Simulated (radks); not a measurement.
Eu VIII, 56 electrons, occupied as [Kr] 4d10 4f5 5s2 5p3. Calculated with a radial shooting solver on a logarithmic mesh with Libxc functionals: scalar-relativistic Kohn-Sham, LB94 model potential, spin-polarised, spherical densities, finite nucleus; open shells are filled with parallel spins first (spin-orbit coupling, left out, can overturn this in heavy ions); Fermi nuclear charge, rms radius 5.1115 fm.

X-ray form factor f0, the Fourier transform of the density (f0(0) = 56):

sin(theta)/lambda (1/angstrom)  f0 (electrons)
0.05                                    55.582
0.1                                     54.374
0.15                                    52.506
0.2                                     50.159
0.25                                    47.529
0.3                                     44.794
0.4                                     39.505
0.5                                     34.853
0.6                                     30.914
0.8                                     24.816
1                                       20.624
1.25                                    17.282
1.5                                     15.020
2                                       11.326
